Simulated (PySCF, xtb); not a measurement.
C2H6OSi, SMILES CO[Si]C (connectivity only; charge and spin as stated), neutral, multiplicity 1.

GFN2-xTB run with xtb at its own geometry gives an orbital gap of 2.85 eV and a dipole moment of 1.91 D.

Geometry optimised at PBE0-D3(BJ)/def2-SVP. The values are those of a single conformer.

Question: What does PBE0/def2-TZVP (PySCF) give? (The exact figures need the calculation; the answer reports its results.)

Answer: gap 4.64 eV (levels -6.23 and -1.59 eV), dipole 2.15 D.
